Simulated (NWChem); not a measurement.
System: NH$_{2}$TeI; SMILES [Te](N)I

```xyz
5

Te     0.3022     1.2173     0.0000
I     -0.0102    -1.5159     0.0000
N     -1.5665     1.9390     0.0000
H     -2.1047     1.7360     0.8388
H     -2.1047     1.7360    -0.8388
```
Atoms are numbered in this order, from 1.

All runs: NWChem. Structure relaxed at the PBE0/def2-SVP level. Not confirmed as a minimum by frequencies. def2 effective core potentials on Te, I; no spin-orbit coupling. Ions are spin-unrestricted doublets at the neutral geometry; other ion states weren't tried.

**Question.** Estimate the computed values for PBE/def2-SVP. Quantities: vertical ionisation energy, ΔSCF (eV); −ε(HOMO) (eV).

**Answer.** The vertical ionisation energy, ΔSCF (eV) comes out as 7.96. The −ε(HOMO) (eV) comes out as 5.05.
